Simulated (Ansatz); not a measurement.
`O=C[O][GeH3]` + `CB(C)O` → `CB(C)OC=O` + `[OH][GeH3]`  (substitution at a C–O bond)

Program: Ansatz. Geometries: PBE0-D4/def2-TZVP. ΔE: electronic, gas phase. CCSD(T)/CBS adds triple-zeta CCSD(T) − MP2 to the extrapolated MP2 energy (def2 sets, frozen cores). DFT in def2-TZVPP. For Ge outer-core shells are correlated without core-valence functions, which leaves a few kJ/mol of doubt a bond. Scalar relativity is left out up to krypton. One conformer a species, not always the lowest.

```
             level  ΔE (kcal/mol)  difference from CCSD(T)/CBS
          PBE-QIDH           11.6                          0.5
           r2SCANh           11.7                          0.6
           LC-ωPBE           11.7                          0.6
RPA@PBE/def2-TZVPP           11.6                          0.5
     CCSD/def2-SVP           13.1                          2.0
     HF/def2-TZVPP            9.9                         -1.2
   CCSD/def2-TZVPP           11.2                          0.1
    MP2/def2-QZVPP           11.4                          0.3
SCS-MP2/def2-QZVPP           11.0                         -0.1
      HF/CBS(def2)            9.7                         -1.4
       CCSD(T)/CBS           11.1                            0
```

Largest T1 diagnostic among the species: 0.015.

At CCSD(T), def2-SVP lies +2.3 kcal/mol from the extrapolated value and def2-TZVPP +0.4 kcal/mol. In def2-TZVPP, CCSD(T) changes the Hartree–Fock value by +1.6 kcal/mol (the triples alone add +0.3 kcal/mol) and MP2 by +1.8 kcal/mol.
